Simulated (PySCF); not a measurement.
Geometries of 4 isomers of C3H8GeSi, from PBE0-D3(BJ)/def2-SVP geometry optimisation, gas phase in PySCF. One conformer each, no zero-point energy, no frequencies.

**Question.** Which isomer lies lowest at this level?
A.
```xyz
13
angstrom
C      2.750    1.135   -0.032
Si     1.579    0.383    1.225
C     -0.106    0.224    0.504
C     -1.219    0.129    0.002
Ge    -2.952   -0.021   -0.764
H      3.761    1.232    0.394
H      2.402    2.135   -0.334
H      2.810    0.504   -0.931
H      2.043   -0.976    1.636
H      1.487    1.240    2.445
H     -3.905   -0.620    0.281
H     -3.434    1.377   -1.177
H     -2.873   -0.936   -1.994
```
B.
```xyz
13
angstrom
C     -1.374   -2.247   -0.581
C     -0.759   -1.306   -0.122
C     -0.001   -0.178    0.369
Si     1.830   -0.350   -0.109
Ge    -0.786    1.511   -0.308
H     -1.927   -3.078   -0.976
H     -0.052   -0.128    1.471
H      2.388   -1.620    0.442
H      1.958   -0.349   -1.596
H      2.592    0.809    0.451
H     -0.665    1.536   -1.839
H     -2.264    1.572    0.110
H     -0.015    2.699    0.299
```
C.
```xyz
13
angstrom
C      2.861   -0.086    0.885
C      1.917    0.480    0.367
Ge     0.417    1.324   -0.449
C     -0.874   -0.052   -0.956
Si    -1.519   -1.097    0.470
H      3.698   -0.578    1.349
H     -0.194    2.302    0.569
H      0.912    2.097   -1.685
H     -1.719    0.444   -1.462
H     -0.388   -0.708   -1.698
H     -2.208   -0.226    1.473
H     -2.501   -2.111   -0.024
H     -0.396   -1.810    1.149
```
D.
```xyz
13
angstrom
C     -1.062    2.714    0.387
C     -0.752    1.628   -0.066
Ge    -0.232   -0.088   -0.719
C     -1.515   -1.413   -0.073
Si     1.972   -0.525    0.080
H     -1.342    3.675    0.782
H     -0.257   -0.023   -2.260
H     -1.526   -1.416    1.026
H     -2.523   -1.168   -0.436
H     -1.240   -2.416   -0.430
H      2.922    0.535   -0.375
H      2.443   -1.850   -0.433
H      1.963   -0.568    1.574
```

**Answer.** A. That is `C[SiH2]C#[C][GeH3]`, 6.5 kcal/mol below the next.

```tsv
SMILES	atoms numbered as above	E (Eh)	relative (kcal/mol)	relative (kJ/mol)	dipole (D)
C[SiH2]C#[C][GeH3]	[CH3:1][SiH2:2][C:3]#[C:4][GeH3:5]	-2484.60795	0.0	0.0	0.77
C#[C][Ge@H]([CH3])[SiH3]	[CH:1]#[C:2][Ge@H:3]([CH3:4])[SiH3:5]	-2484.59759	6.5	27.2	0.75
C#[C][GeH2][CH2][SiH3]	[CH:1]#[C:2][GeH2:3][CH2:4][SiH3:5]	-2484.58979	11.4	47.7	0.72
C#C[C@@H]([SiH3])[GeH3]	[CH:1]#[C:2][C@@H:3]([SiH3:4])[GeH3:5]	-2484.58061	17.2	71.8	0.51
```
